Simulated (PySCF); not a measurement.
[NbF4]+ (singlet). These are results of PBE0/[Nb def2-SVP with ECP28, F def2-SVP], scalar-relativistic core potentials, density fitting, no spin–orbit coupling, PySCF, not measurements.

Harmonic bands of its minimum:

| ω (cm⁻¹) | IR (km/mol, summed over degenerate members) | degeneracy |
| --- | --- | --- |
| 190 | 0.0 | 2 |
| 191 | 63.7 | 3 |
| 802 | 0.0 | 1 |
| 844 | 512 | 3 |

Task: The central atom is Nb. Infer the point group and assign the bands.

Result: Td. The modes span e + 2t2 + a1: 190 e, 191 t2, 802 a1, 844 t2. The computed geometry has Nb–F 1.787 Å (×4); F–Nb–F 109.5° (×6).

Stability towards spin polarisation was not tested. Other isomers or separated fragments may lie lower.
